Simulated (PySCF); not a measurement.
**C₆ coefficients of unlike pairs at PBEsol**

Calculated with PySCF 2.14 from the dipole response of each species, C₆(A,B) = (3/π) ∫ α_A(iu) α_B(iu) du, in atomic units, from isotropic polarisabilities. For ions this is the dispersion term alone; charge-induced terms of lower order in 1/R come first.

| species | configuration | basis | relativity | α (bohr³) | C₆ (like pair) |
| --- | --- | --- | --- | --- | --- |
| Tl | [Xe] 4f14 5d10 6s2 6p1 (2P) | aug-cc-pV5Z-PP with ECP60MDF (8s8p6d4f3g2h) | core potential | 83.33 | 860.1 |
| Mo+ | [Kr] 4d5 (6S) | x2c-TZVPPall with one added diffuse shell each of s, p, d, f type (9s7p7d3f1g) | spin-free X2C | 21.92 | 142.9 |
| Pt | [Xe] 4f14 5d9 6s1 (3D) | aug-cc-pVTZ-PP with one added diffuse shell each of s, p, d, f, g type with ECP60MDF (7s7p6d4f3g) | core potential | 39.28 | 382.6 |
| O | [He] 2s2 2p4 (3P) | aug-cc-pVQZ (6s5p4d3f2g) | none | 5.799 | 17.83 |

(1) Estimate C₆ for Pt with Tl.

No spin-orbit coupling is included.

The other pairs:

```csv
pair,C₆
"Mo+, Tl",332.1
"O, Pt",79.45
"Pt, Mo+",232.9
"O, Mo+",49.58
"O, Tl",108.3
```

Answers

(1) The integral gives 556.2. The combination rule 2 C_A C_B / (C_A α_B/α_A + C_B α_A/α_B) gives 540.8 and the geometric mean 573.7.
